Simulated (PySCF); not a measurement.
These 2 structures share the formula C3H9NO2Si. The calculation used PySCF 2.14.0, PBE0-D3(BJ)/def2-SVP geometry optimisation, gas phase. One conformer each; no zero-point energy, no entropy. No frequencies were run at this level. Point groups hold within 0.08 Å.

Question: Order them by energy at this level, lowest first, and give relative energies in kJ/mol.
A. `[NH2:1][CH2:2][SiH:3]1[O:4][CH2:5][CH2:6][O:7]1` with H–N1–C2–Si3 -65° and 176°, N1–C2–Si3–O4 -73°, C2–Si3–O4–C5 121°, Si3–O4–C5–C6 -23°, O4–C5–C6–O7 34°, C5–C6–O7–Si3 -30°
B. `[CH3:1][NH:2][SiH2:3][O:4][C:5]([CH3:6])=[O:7]` with C1–N2–Si3–O4 73°, N2–Si3–O4–C5 180°, Si3–O4–C5–C6 179°

Answer: B (0.0), A (51.5).

As drawn, the lower has a C=O bond and a C(=O)–O unit, which the higher lacks; the higher has an Si–C bond, which the lower lacks.

```csv
SMILES,E (Eh),E rel (kJ/mol),dipole (D),point group,"A, B, C (MHz)"
CN[SiH2]OC(C)=O,-613.69540,0.0,2.96,C1,"5240, 1071, 943.5"
NC[SiH]1OCCO1,-613.67577,51.5,1.34,C1,"3595, 1805, 1632"
```

How do the relative energies change in single points at PBE0/pcSseg-1 (no added dispersion term) on the same geometries?

```tsv
SMILES	PBE0-D3(BJ)/def2-SVP (kJ/mol)	PBE0/pcSseg-1 (kJ/mol)	shift
CN[SiH2]OC(C)=O	0.0	0.0	0.0
NC[SiH]1OCCO1	51.5	56.1	+4.6
```

Each column counts from its own lowest isomer. The order is unchanged; the largest shift is 4.6 kJ/mol.
